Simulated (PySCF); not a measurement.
YCl2, SMILES [Cl][Y][Cl] (connectivity only; charge and spin as stated), neutral, multiplicity 2.

Geometry optimised at B3LYP-D3(BJ)/def2-TZVP. The spin state was assumed, not searched. The isomer is the one that the SMILES or the coordinates give; other isomers of the formula were not compared. The def2 effective core potentials stand for the cores of Y; spin–orbit coupling is left out.

The numbers are results of PBE/def2-TZVPD (PySCF), not measurements.

The molecule is in vacuum.

```
Item                                                                                                               Value
---------------------------------------------------------------------------------------------  -------------------------
total energy                                                                                          -958.52077 hartree
point group                                                                                                          C2v
α spin, highest occupied and lowest empty level                                                       -4.34 and -3.32 eV
β spin, highest occupied and lowest empty level                                                       -7.68 and -3.28 eV
dipole moment                                                                                                     2.99 D
quadrupole, principal values (traceless, Buckingham form, about the centre of nuclear charge)     -12.04, 5.04, 7.00 D·Å
mean static polarisability                                                                        124.2 bohr³ (18.40 Å³)
polarisability, principal values                                                               111.7, 128.3, 132.5 bohr³
⟨S²⟩                                                                                             0.751 (pure state 0.75)
```
